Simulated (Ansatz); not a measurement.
`[CH3][Sn][F]` + `C[O][Sb]([F])[F]` → `C[O][Sn][CH3]` + `[F][Sb]([F])[F]`  (redistribution)

Calculated with Ansatz (gas phase, PBE0-D4/def2-TZVP geometries, no zero-point term in ΔE). CCSD(T)/CBS is the MP2 limit (def2-TZVPP, def2-QZVPP) plus CCSD(T) − MP2 in def2-TZVPP, frozen cores. def2 core potentials past Kr. For Sb, Sn outer-core shells are correlated without core-valence functions, which leaves a few kJ/mol of doubt a bond. Each species was taken in one conformer, which may not be the lowest.

| species | CCSD(T)/CBS(def2) energy (Eh) |
| --- | --- |
| `[CH3][Sn][F]` | -353.71142 |
| `C[O][Sb]([F])[F]` | -554.71002 |
| `C[O][Sn][CH3]` | -368.91992 |
| `[F][Sb]([F])[F]` | -539.49495 |

Question: Work out ΔE.

Answer: ΔE = (-368.91992) + (-539.49495) − (-353.71142) − (-554.71002) = 0.00657 Eh = +17.2 kJ/mol.

Largest T1 diagnostic among the species: 0.017.

Leaving LDA and LC-ωPBE aside and taking each functional with its dispersion term where it has one, the values, not all of them listed here, spread over 9.2 kJ/mol, from revPBE-D4 to BHLYP-D4. LDA lies −3.0 kJ/mol from PBE without D4. From PBE to PBE0 (25 % exact exchange), in def2-TZVPP and without D4, ΔE moves by +4.2 kJ/mol.
